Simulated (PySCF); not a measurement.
## Polarisability and C₆ of Ir⁺ (iridium, charge +1)

[Xe] 4f14 5d7 6s1, high-spin 5F determinant. Computed with PySCF 2.14 in def2-TZVPPD with the def2 core potential (60 electrons) (6s5p3d2f1g, 59 functions), with a scalar-relativistic core potential. Coupled (time-dependent) response in atomic units; α is the mean over directions.

```tsv
method	mean α (bohr³)	C₆ (like pair)	S(−4)
UHF	27.48	209.1	366.4
PBE	21.98	167.6	189.5
PBE0	22.70	173.0	209.4
wB97X	23.69	179.8	241.0
```

S(−4) is the Cauchy moment in α(ω) = α(0) + S(−4) ω² + …

Spin-orbit coupling is absent.

α(iu) at UHF:

```csv
u (hartree),α(iu) (bohr³)
0,27.48
0.0500,26.60
0.100,24.38
0.200,18.94
0.300,14.65
0.500,9.778
0.750,6.909
1.00,5.317
1.50,3.486
2.00,2.446
3.00,1.365
5.00,0.5845
```

For an ion, C₆ is the dispersion term alone; charge-induced terms of lower order in 1/R come first.

Energies and moments cover only the electrons outside the core potential. Spin-orbit coupling, absent here, splits the open shell strongly.
